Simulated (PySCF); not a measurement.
# Iron: a sound run and one with changed settings

Sound run: Fe [Ar] 3d6 4s2, Fe⁺ [Ar] 3d6 4s1. Computed with PySCF 2.14 in aug-cc-pVDZ (7s6p4d2f, 59 functions), with no relativity, point nucleus. The sound run starts from symmetry-adapted Hartree-Fock orbitals and uses a fine grid where one is needed.

Changed run: 6 angular points. This setting is unsound on purpose.

```tsv
species	method	sound run (hartree)	changed run (hartree)	converged
Fe	UHF	-1262.45147	-1262.45147	yes
Fe	TPSS	-1263.70273	-1267.42284	no
Fe	M06-L	-1263.62709	-1268.36074	no
Fe⁺	UHF	-1262.21741	-1262.21741	yes
Fe⁺	TPSS	-1263.42592	-1266.93226	no
Fe⁺	M06-L	-1263.33250	-1267.89931	no
```

Ionisation energy of Fe:

```csv
method,sound run (eV),changed run (eV)
UHF,6.369,6.369
```

A coarse angular grid integrates products of high-l functions wrongly, so density functionals can shift, and the SCF can exploit the error; Hartree-Fock and MP2 need no grid.

For comparison, NIST gives 7.902 eV between the lowest levels.
